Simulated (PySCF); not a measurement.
# Electronic structure of Ca³⁺ (calcium, charge +3) at the UHF level

Configuration: [Ne] 3s2 3p5, 2P determinant. Calculation: PySCF 2.14, in x2c-SVPall; scalar relativity by spin-free X2C-1e.

```
Total energy                                                  : -677.049394 hartree
One-electron energy                                           : -903.6709 hartree
Hartree (Coulomb) energy                                      : 261.1000 hartree
Exchange energy                                               : -34.4785 hartree
⟨S²⟩                                                          : 0.7540
⟨L²⟩                                                          : 2.012
Sum of ⟨r⟩                                                    : 11.39 bohr
Sum of ⟨r²⟩                                                   : 13.29 bohr²
Traceless quadrupole moment −½Σ⟨3z² − r²⟩ along its main axis : 0.746 e·bohr²
Langevin diamagnetic susceptibility                           : -10.5 ×10⁻⁶ cm³/mol
Time after the integrals                                      : 0.07 s of wall time on 1 thread of Intel(R) Xeon(R) Platinum 8488C (shared host)
```

| shell | electrons | mean orbital energy (hartree) | spread (hartree) | rms radius, mean of both spins (bohr) |
| --- | --- | --- | --- | --- |
| 1s α | 1 | -151.66581 | 0 | 0.0889 |
| 1s β | 1 | -151.64604 | 0 | 0.0889 |
| 2s α | 1 | -18.42844 | 0 | 0.392 |
| 2s β | 1 | -18.41118 | 0 | 0.392 |
| 2p α | 3 | -15.12109 | 0.04229 | 0.362 |
| 2p β | 3 | -15.08934 | 0.02735 | 0.362 |
| 3s α | 1 | -3.53005 | 0 | 1.23 |
| 3s β | 1 | -3.36246 | 0 | 1.23 |
| 3p α | 3 | -2.57848 | 0.09993 | 1.35 |
| 3p β | 2 | -2.50862 | 0 | 1.35 |

Densities and radii are taken from the X2C orbitals without a picture-change correction, which distorts them close to the nucleus.
